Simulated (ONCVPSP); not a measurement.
# Configuration tests for krypton (ONCV)

- Element: Kr
- Generator: ONCVPSP 4.0.1
- Type: optimised norm-conserving Vanderbilt (ONCV)
- Functional: PBEsol
- Relativity: scalar-relativistic
- Frozen core: [Ne]
- Valence charge: 26
- Reference configuration: 3s2 3p6 3d10 4s2 4p6
- Partial waves: 3s+4s: rc 0.85 bohr, ncon 3, nbas 7, qcut 11.4 1/bohr, 2 projectors; 3p+4p: rc 0.85 bohr, ncon 4, nbas 8, qcut 19.1 1/bohr, 2 projectors; 3d: rc 0.55 bohr, ncon 4, nbas 8, qcut 15.7 1/bohr, 1 projector
- Local potential: polynomial inside 0.55 bohr (lpopt 1, dvloc0 4 Ha)
- Core correction: Teter function, fcfact 3.75, rcfact 1

Energies are relative to the spin-unpolarised reference configuration 3s2 3p6 3d10 4s2 4p6; without spin polarisation the order of configurations can differ from experiment.

Task: Give the all-electron excitation energy and the error of the potential for: 3s2 3p6 3d10 4s2 4p5; 3s2 3p6 3d10 4s2 4p4; 3s2 3p6 3d10 4s2 4p3; 3s2 3p6 3d10 4s2 4p5.5.

Result:

| valence configuration | charge | ΔE all-electron (eV) | error AE − PS (meV) |
| --- | --- | --- | --- |
| 3s2 3p6 3d10 4s2 4p5 | +1 | 14.283 | -0.5 |
| 3s2 3p6 3d10 4s2 4p4 | +2 | 39.461 | -2.1 |
| 3s2 3p6 3d10 4s2 4p3 | +3 | 76.550 | -4.5 |
| 3s2 3p6 3d10 4s2 4p5.5 | +0.5 | 5.853 | -0.1 |

Levels in the configuration 3s2 3p6 3d10 4s2 4p5.5:

| level | all-electron (eV) | pseudo (eV) |
| --- | --- | --- |
| 3s | -269.239 | -269.236 |
| 3p | -200.675 | -200.672 |
| 3d | -87.121 | -87.119 |
| 4s | -28.345 | -28.343 |
| 4p | -14.233 | -14.231 |
